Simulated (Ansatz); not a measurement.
```xyz
13

N    -0.460    1.924   -0.404
Sn    0.000    0.000    0.000
N    -0.989   -1.000   -1.449
N     1.858   -0.780   -0.119
N    -0.410   -0.144    1.972
H    -0.016    2.593    0.211
H    -0.280    2.201   -1.360
H    -0.907   -2.006   -1.387
H    -1.969   -0.764   -1.519
H     2.257   -0.760   -1.049
H     2.523   -0.366    0.521
H    -1.337    0.171    2.226
H    -0.270   -1.068    2.357
```

The species carries charge 0 and has multiplicity 1. Sn: def2 effective core potential.

(1) List the CAM-B3LYP/def2-TZVPP orbital energies in eV (Ansatz). (An estimate is asked.)

## Answers

(1) Computed: Occupied: -390.77, -390.77, -390.77, -390.77, -140.55, -95.49, -95.44, -95.44, -29.94, -29.84, -29.84, -29.62, -29.57, -25.07, -24.29, -24.29, -24.13, -15.53, -14.69, -14.69, -14.61, -14.30, -11.95, -11.95, -10.73, -9.72, -9.07, -8.33, -8.33. Lowest empty: 0.58, 1.70, 2.02, 2.02, 3.24, 3.24, 3.62, 4.18.
